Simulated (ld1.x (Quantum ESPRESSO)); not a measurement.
Configuration tests for Ca (RRKJ)

```
Element                 : Ca
Generator               : ld1.x (Quantum ESPRESSO) 7.5
Type                    : norm-conserving RRKJ (Kleinman–Bylander form)
Functional              : PW91
Relativity              : fully relativistic
Frozen core             : [Ne] 3s2
Valence charge          : 8
Reference configuration : 3p6 3d0 4s2 4p0
Partial waves           : 3p (bound): rc 1.20 bohr; 3d (bound, empty): rc 3.25 bohr; 4s (bound): rc 2.35 bohr
Local potential         : the s channel
Core correction         : none
rho0                    : 0.01
```

Open shells are filled in proportion to 2j + 1 (rel_dist='average').

Energies are relative to the spin-unpolarised reference configuration 3p6 3d0 4s2 4p0; without spin polarisation the order of configurations can differ from experiment. The frozen-core shift is the all-electron ΔE with the core orbitals held at their reference shape minus the fully relaxed ΔE.

```csv
valence configuration,charge,ΔE all-electron (eV),error AE − PS (meV),frozen-core shift (meV)
3p6 3d0 4s1 4p0,+1,6.340,+8.5,+0.5
3p6 3d0 4s0 4p0,+2,18.201,+39,+4.7
3p6 3d0 4s1.5 4p0,+0.5,2.520,+1.7,+0.1
3p6 3d0 4s1 4p1,0,2.428,-348,+0.2
3p6 3d1 4s0 4p0,+1,7.666,+222,+16
```

Task: What are ΔE and the potential's error for 3p6 3d0 4s0 4p2?

Result: ΔE = 4.962 eV all-electron; the error (AE − PS) is -805 meV.

Task: What are ΔE and the potential's error for 3p6 3d1 4s1 4p0?

Result: ΔE = 2.265 eV all-electron; the error (AE − PS) is +123 meV.

ld1.x printed “convergence not achieved” for 4 of the counted tests; their residual had stalled under 1e-8, short of the target of 1e-14.
